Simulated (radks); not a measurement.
Task: The mean radii <r> (bohr) of the occupied orbitals of an atom or ion are listed with their occupations. Calculated with a radial shooting solver on a logarithmic mesh with Libxc functionals: scalar-relativistic Kohn-Sham, r2SCAN, spin-unpolarised, spherical densities, finite nucleus; meta-GGA in the generalised Kohn-Sham scheme; Fermi nuclear charge, rms radius of each element as measured or else 0.836 A^(1/3) + 0.57 fm.

orbital  occ.      <r>
1s          2  0.02275
2s          2  0.09698
2p          6  0.08548
3s          2   0.2545
3p          6   0.2530
3d         10   0.2310
4s          2   0.5794
4p          6   0.6133
4d         10   0.6710
5s          2    1.415
5p          6    1.657
6s          2    4.393
4f          6    1.017

Name the element and its charge.

Result: Z = 62, samarium, charge 0: Sm in [Xe] 4f6 6s2. The 1s radius gives Z: for a bare nucleus <r> = (2 gamma + 1)/(2Z) with gamma = sqrt(1 - (Z/c)^2), 0.02245 bohr for Z = 62, and screening makes it slightly larger (0.02275 here). The occupations add up to 62, and the charge is Z minus that.
